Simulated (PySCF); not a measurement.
# Spinor energies of Pb⁷¹⁺ (lead, charge +71)

Start: [Ne] 3s1; 3s1/2 filled at m_j = +1/2. Calculated with PySCF 2.14 in an even-tempered Gaussian basis (17 s from 26 bohr⁻², ratio 2.4; 14 p from 34 bohr⁻², ratio 2.4; 4 d from 110 bohr⁻², ratio 2.6; 4 f from 160 bohr⁻², ratio 2.6): generalised Hartree-Fock with the X2C-1e Hamiltonian and a Gaussian nucleus; one run each with spin-orbit coupling (SO) switched off, then screened by Boettger's factors.

| spinor shell | electrons | ε, spin-free (eV) | ε, screened SO (eV) | weight of nominal j (screened SO) | rms radius, screened SO (bohr) |
| --- | --- | --- | --- | --- | --- |
| 1s1/2 | 2 | -95194.6 | -95165.9 | 1.000 | 0.0181 |
| 2s1/2 | 2 | -22268.9 | -22261.8 | 1.000 | 0.0718 |
| 2p1/2 | 2 | -20050.1 | -21688.1 | 1.000 | 0.0606 |
| 3s1/2 | 1 | -9160.8 | -9159.6 | 1.000 | 0.172 |

Question: Where does 2p3/2 lie, and what is the 2p spin-orbit splitting (screened SO)?

Answer: At -19426.0 eV, 2262.1 eV above 2p1/2.

```tsv
quantity	spin-free	screened SO
E (hartree)	-14238.44724	-14268.23934
M_J	1/2	1/2
⟨J²⟩	0.750	0.750
⟨L²⟩	0.000	0.055
⟨S²⟩	0.750	0.805
```

Each row is a mean over spinors that exchange with the open shell spreads, by up to 19.970 eV (2s1/2).

Breit and QED terms are absent; they matter most for the inner s and p1/2 levels.

Densities and radii are taken from the X2C orbitals without a picture-change correction, which distorts them close to the nucleus.

Without spin-orbit coupling the j labels of p, d and f shells carry no meaning; the spin-free column gives the mean over the occupied spinors of each nl shell.
